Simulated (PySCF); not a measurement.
Electron correlation in S³⁺ (sulfur, charge +3)

[Ne] 3s2 3p1, 2P determinant. All numbers are calculated (PySCF 2.14, the spin-free X2C one-electron Hamiltonian (Gaussian nucleus), in jorge-DZP-DKH (7s4p1d, 24 functions)). Frozen: [Ne]; 3 electrons correlated.

MP2 pair energies summed by pair of shells (mhartree):

```
 pair  energy  share (%)
3s-3s  -24.07       58.1
3s-3p  -17.39       41.9
```

Total MP2 correlation energy: -41.46 mhartree.

Same-spin part -2.47 and opposite-spin part -38.98 mhartree; SCS-MP2 scales them by 1/3 and 6/5 to -47.60 mhartree.

```
  level  correlation energy (mhartree)
   CCSD                         -61.70
    (T)                          -0.58
CCSD(T)                         -62.28
```

Diagnostics: T1 = 0.0082, D1 = 0.0196, largest double amplitude 0.109.

Cost of the coupled-cluster step: 0.11 s of wall time on 1 thread of Neoverse-V1 (shared host), for 3 correlated electrons.

Iterations:

```
CC2 = 0
CCSD nocc = (np.int64(2), np.int64(1)), nmo = (19, 19)
frozen orbitals [[0, 1, 2, 3, 4], [0, 1, 2, 3, 4]]
max_cycle = 100
direct = 0
conv_tol = 1e-08
conv_tol_normt = 1e-06
diis_space = 8
diis_start_cycle = 0
Init t2, MP2 energy = -0.0414553704895142
Init E_corr(UCCSD) = -0.0414553704908713
cycle = 1  E_corr(UCCSD) = -0.0543516387117725  dE = -0.0128962682  norm(t1,t2) = 0.0485647
cycle = 2  E_corr(UCCSD) = -0.0588015967921055  dE = -0.00444995808  norm(t1,t2) = 0.0195749
cycle = 3  E_corr(UCCSD) = -0.0617069436718109  dE = -0.00290534688  norm(t1,t2) = 0.00848982
cycle = 4  E_corr(UCCSD) = -0.0616847865068966  dE = 2.21571649e-05  norm(t1,t2) = 0.000863973
cycle = 5  E_corr(UCCSD) = -0.061698604756459  dE = -1.38182496e-05  norm(t1,t2) = 8.19476e-05
cycle = 6  E_corr(UCCSD) = -0.061694124933505  dE = 4.47982295e-06  norm(t1,t2) = 1.35844e-05
cycle = 7  E_corr(UCCSD) = -0.0616959378769793  dE = -1.81294347e-06  norm(t1,t2) = 4.00964e-06
cycle = 8  E_corr(UCCSD) = -0.0616955496157546  dE = 3.88261225e-07  norm(t1,t2) = 1.00391e-06
cycle = 9  E_corr(UCCSD) = -0.0616955512666636  dE = -1.65090906e-09  norm(t1,t2) = 3.02317e-08
UCCSD converged
E(UCCSD) = -396.2117479083265  E_corr = -0.06169555126666362
UCCSD(T) correction = -0.000575152876141363
```
